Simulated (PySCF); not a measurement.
Correlation energy of Cu⁻ (copper, charge -1)

[Ar] 3d10 4s2, closed-shell 1S. Computed with PySCF 2.14 in aug-cc-pwCVDZ-PP with ECP10MDF (6s6p5d3f, 70 functions), with a scalar-relativistic core potential. Frozen: 3s2 3p6; 12 electrons correlated.

```json
{"level": "CCSD", "correlation energy (mhartree)": "-481.48"}
{"level": "(T)", "correlation energy (mhartree)": "-26.54"}
{"level": "CCSD(T)", "correlation energy (mhartree)": "-508.02"}
```

Diagnostics: T1 = 0.046, D1 = 0.1361, largest double amplitude 0.089.

**Question.** Is a single reference adequate?

**Answer.** Not fully. T1 exceeds 0.03, a sign that the reference determinant is poor.
